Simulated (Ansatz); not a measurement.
`C[SiH2][SnH3]` + `CCN` → `CC[NH][SnH3]` + `C[SiH3]` at 500 K and 1 bar (cleavage of the Sn–Si bond).

Computed with Ansatz on PBE0-D4/def2-TZVP structures; ΔE is electronic, products minus reactants. CCSD(T)/CBS is the MP2 limit (def2-TZVPP, def2-QZVPP) plus CCSD(T) − MP2 in def2-TZVPP, frozen cores. This one scheme is used for every species. def2 core potentials past Kr. For Sn outer-core shells are correlated without core-valence functions, which leaves a few kJ/mol of doubt a bond. One conformer a species, not always the lowest.

| species | CCSD(T)/CBS energy (Eh) | H − E (kJ/mol) | S (J/(mol·K)) |
| --- | --- | --- | --- |
| `C[SiH2][SnH3]` | -545.95955 | 242.1 | 423.2 |
| `CCN` | -135.01652 | 275.2 | 315.2 |
| `CC[NH][SnH3]` | -350.22359 | 317.7 | 426.1 |
| `C[SiH3]` | -330.73916 | 189.7 | 296.8 |

H − E and S are ideal-gas, rigid-rotor, harmonic terms from PBE0-D4/def2-TZVP, for one conformer and one mirror image of each species. 1 Eh = 2625.50 kJ/mol, R = 8.31446 J/(mol·K).

Task: By hand: ΔE, ΔH, ΔS and ΔG.

Result: ΔE = (-350.22359) + (-330.73916) − (-545.95955) − (-135.01652) = 0.01332 Eh = 35.0 kJ/mol. Δ(H − E) = 317.7 + 189.7 − 242.1 − 275.2 = -9.9, so ΔH = 25.1 kJ/mol. ΔS = 426.1 + 296.8 − 423.2 − 315.2 = -15.5 J/(mol·K). ΔG = 25.1 − 500 × (-15.5)/1000 = 32.9 kJ/mol.

Task: By hand: the equilibrium constant, and the temperature at which ΔG would vanish if ΔH and ΔS stayed fixed.

Result: log₁₀ K = −ΔG/(RT ln 10) = -3.4. ΔH and −TΔS have one sign here, so there is no such temperature.

ΔH outweighs TΔS. A doubt of 5 kJ/mol in ΔE shifts log₁₀ K by 0.5 here. Other conformers and mirror images would add mixing entropy, several J/(mol·K) or more a flexible species. These are equilibria of isolated gas molecules and say nothing of rates. Largest T1 diagnostic: 0.012 (customary marks: 0.02 for closed shells, 0.045 for open ones).
